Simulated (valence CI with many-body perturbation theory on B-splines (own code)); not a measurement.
# Ba49+: key properties

Calculated by relativistic CI+MBPT: five valence electrons over a frozen Dirac-Fock core [He], a basis of 11 s, 11 p, 10 d, 8 f, 5 g, 2 h functions for each j, with the one-electron correlation potential Σ1, the two-electron term Σ2, the three-electron term Σ3, Breit, model QED; selected CI, second order for the rest, scaled by the run's own slope (own B-spline code, finite nucleus).

No measured spectrum was set against this ion. As an estimate, large intervals hold to a few tenths of a per cent, small ones and those within an open d or f shell to about a per cent. Among the levels kept, up to 7300 cm⁻¹ of a level comes from second order outside the variational space, and about a tenth of that is noise between levels of different J, which matters for small intervals.

Levels are named by their leading jj configuration (3d3/2^4 stands for four electrons in 3d with j = 3/2), which in mixed levels can hold well under half, so a name can repeat and another be missing.

Rates and lifetimes use the calculated energies. Strong lines usually hold to 10 to 20 %, long lifetimes can be off by a factor of two.

What is the ground level?

(2s^2 2p1/2^2 2p3/2) J=3/2, composition 47 % 2s2 2p3 2P° + 27 % 2s2 2p3 4S° + 26 % 2s2 2p3 2D°, g = 1.353.

Name the longest-lived excited levels whose lifetime is computed, and their main decay.

(2s^2 2p1/2 2p3/2^2) J=5/2 at 3242.4 × 10³ cm⁻¹ lives 10.5 ns, mostly by M1 to (2s^2 2p1/2^2 2p3/2) J=3/2; (2s^2 2p1/2 2p3/2^2) J=1/2 at 3509.5 × 10³ cm⁻¹ lives 2.79 ns, mostly by M1 to (2s^2 2p1/2^2 2p3/2) J=3/2; (2s^2 2p1/2 2p3/2^2) J=3/2 at 3076.8 × 10³ cm⁻¹ lives 1.80 ns, mostly by M1 to (2s^2 2p1/2^2 2p3/2) J=3/2.

Among levels below 51965 × 10³ cm⁻¹, which E1 lines absorb most strongly from the ground level?

to (2s^2 2p1/2^2 3d5/2) J=5/2 at 0.2364 nm, f = 0.530; to (2s 2p1/2^2 2p3/2 3p1/2) J=5/2 at 0.2213 nm, f = 0.307; to (2s^2 2p1/2 2p3/2 3d3/2) J=3/2 at 0.2204 nm, f = 0.273.

What is the ionisation energy?

9078 eV; NIST lists 9077 ± 4 eV (theoretical).

Where does the other parity begin?

At (2s 2p1/2^2 2p3/2^2) J=5/2, 4926.7 × 10³ cm⁻¹.
